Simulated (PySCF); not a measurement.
# Simulated absorption spectrum

C₃H₈N₂SSi.
InChI=1S/C3H8N2SSi/c4-1-2-6-3-7-5/h2-3,5,7H2

Method: TDDFT wB97X-D/def2-SVPD, vertical, gas phase, core orbitals frozen in the response (PySCF 2.14.0, density-fitted response routines). Geometry: GFN2-xTB, one conformer, isolated molecule. Torsions of this conformer, `[N:1]#[C:2][CH2:3][S:4][CH2:5][SiH2:6][NH2:7]`: C2–C3–S4–C5 -62°, C3–S4–C5–Si6 -178°, S4–C5–Si6–N7 61°, H–N7–Si6–C5 -43°, H–N7–Si6–C5 177°.

Computed states:

```
state  E (eV)       f
   S1    5.22  0.0024
   S2    6.19   0.021
   S3    6.56   0.022
   S4    6.75   0.010
   S5    7.17  0.0026
   S6    7.23  0.0041
   S7    7.45   0.035
   S8    7.52   0.015
```

Each state is given a Gaussian of 0.25 eV full width at half maximum, with ε(max) = 2.175×10⁸ f / Δν̃ (Δν̃ the width in cm⁻¹). The width is an assumption, not a result. The curve ends short of the highest state used, and states not computed would add to its high-energy end.

(1) Give the broadened spectrum and its maxima.

(2) Coming from long wavelengths, where does ε first pass 100 L mol⁻¹ cm⁻¹?

(3) On this curve, what absorbance would a 10⁻⁴ mol/L sample give at 254 nm over a 1 cm path?

Results:

(1) 
| λ (nm) | ε (L mol⁻¹ cm⁻¹) |
| --- | --- |
| 179.2 | 328 |
| 181.0 | 745 |
| 182.8 | 1293 |
| 184.5 | 1796 |
| 186.3 | 2290 |
| 188.1 | 2596 |
| 189.9 | 2398 |
| 191.7 | 1737 |
| 193.5 | 1128 |
| 195.3 | 1039 |
| 197.1 | 1482 |
| 198.8 | 2016 |
| 200.6 | 2220 |
| 202.4 | 1879 |
| 204.2 | 1230 |
| 206.0 | 630 |
| 207.8 | 256 |
| 209.6 | 84 |
| 211.3 | 24 |
| 213.1 | 5 |
| 214.9 | 1 |
| 216.7 | 0 |
| 218.5 | 0 |
| 220.3 | 0 |
| 222.1 | 1 |
| 223.8 | 3 |
| 225.6 | 9 |
| 227.4 | 23 |
| 229.2 | 52 |
| 231.0 | 98 |
| 232.8 | 157 |
| 234.6 | 216 |
| 236.4 | 255 |
| 238.1 | 262 |
| 239.9 | 236 |
| 241.7 | 186 |
| 243.5 | 130 |
| 245.3 | 80 |
| 247.1 | 44 |
| 248.9 | 22 |
| 250.6 | 10 |
| 252.4 | 4 |
| 254.2 | 2 |
| 256.0 | 1 |

Maxima: 238 nm (5.22 eV), ε about 260, made up of S1 (100%); 200 nm (6.19 eV), ε about 2200, made up of S2 (100%); 188 nm (6.58 eV), ε about 2600, made up of S3 (87%) and S4 (13%) (ε in L mol⁻¹ cm⁻¹; maxima over ε = 5, shares over 10%).

(2) At about 244 nm (5.07 eV), 0.15 eV below S1.

(3) 254 nm is 4.881 eV, where ε is about 1.7 L mol⁻¹ cm⁻¹, so A = ε c l ≈ 0.00017 (Beer–Lambert, with the gas-phase spectrum and the assumed width).
